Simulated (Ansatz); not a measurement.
The same path of AlH6NO2 (10 atoms, charge 0, multiplicity 1) was run twice with different band settings. Lost on the way: O8–H10. Made: N2–H10.

The calculation used Ansatz 0.2.0, RKS B3LYP/6-31G*.

Relaxed end points:

```xyz
10
Properties=species:S:1:pos:R:3
Al -0.060 0.117 0.328
N 0.036 -0.003 2.170
H -0.713 -0.476 2.668
H 0.912 -0.251 2.620
H 1.245 -0.148 -0.542
O -1.653 -0.131 -0.325
H -1.794 -0.759 -1.042
O -0.306 2.093 0.612
H -1.222 2.295 0.349
H -0.312 1.894 1.590
```

```xyz
10
Properties=species:S:1:pos:R:3
Al -0.268 0.516 0.158
N -0.022 0.182 2.160
H -0.776 -0.424 2.482
H 0.869 -0.234 2.427
H 1.084 0.024 -0.552
O -1.676 -0.479 -0.107
H -1.667 -1.058 -0.879
O -0.506 2.223 0.428
H -0.790 2.788 -0.301
H -0.114 1.092 2.612
```

Common settings: movable images 7; climbing image yes; spring 5.0 eV/Å²; optimiser quadratic models (default); force threshold 0.05 eV/Å; iteration limit 60; end points relaxed.

| run | start path |
| --- | --- |
| 1 | through a guess of the saddle point |
| 2 | straight line |

(1) What does each run give, and how far can it be trusted?

Answers

(1) Run 1: converged after 15 iterations, highest image 0.071 eV above the first end. A vibrational analysis at the climbing image gives one clearly imaginary mode, 764i cm⁻¹: a first-order saddle point.
Run 2: converged after 11 iterations, highest image 0.071 eV above the first end. Another band between the same ends (7 images) ends at a top of the same energy, where a vibrational analysis finds 1 clearly imaginary mode.
The orbitals stay closed-shell, which can raise the energy where a bond breaks towards radicals; this wasn't checked here.
